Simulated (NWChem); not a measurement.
## Basis-set dependence for ammonia borane (H6BN)

```
N
H 1 1.0228
H 1 1.0228 2 107.60
H 1 1.0228 2 107.60 3 -115.67
B 1 1.6538 2 111.29 3 122.16
H 5 1.2226 1 105.09 2 180.00
H 5 1.2226 6 113.48 1 114.27
H 5 1.2226 6 113.48 7 131.47
```
Charge 0, spin multiplicity 1.

Everything below was run with NWChem. The geometry was optimised at B3LYP/def2-SVP, a minimum by its harmonic frequencies.

Hartree-Fock energies in Ha, correlation energies in mHa.

The correlated methods keep 2 core orbitals frozen. Coupled-cluster values serve here as a point of comparison, not as the truth.

```json
[
 {"basis": "STO-3G", "functions": "16", "RHF": "-81.59280", "MP2": "-101.3", "SCS-MP2": "-114.2", "CCSD": "-136.2", "CCSD+T(CCSD)": "-137.0", "CCSD(T)": "-136.9", "CR-CCSD[T]": "-136.9", "CR-CCSD(T)": "-136.8", "RI-MP2": "not run"},
 {"basis": "cc-pVDZ", "functions": "58", "RHF": "-82.62360", "MP2": "-298.7", "SCS-MP2": "-305.8", "CCSD": "-335.3", "CCSD+T(CCSD)": "-342.9", "CCSD(T)": "-342.7", "CR-CCSD[T]": "-341.5", "CR-CCSD(T)": "-341.4", "RI-MP2": "-298.6"},
 {"basis": "cc-pVTZ", "functions": "144", "RHF": "-82.65188", "MP2": "-368.0", "SCS-MP2": "-378.6", "CCSD": "not run", "CCSD+T(CCSD)": "not run", "CCSD(T)": "not run", "CR-CCSD[T]": "not run", "CR-CCSD(T)": "not run", "RI-MP2": "-368.0"}
]
```

From cc-pVDZ to cc-pVTZ the Hartree-Fock energy moves by -28.3 mHa and the MP2 correlation energy by -69.3 mHa, which is 19 % of its value in the larger set.
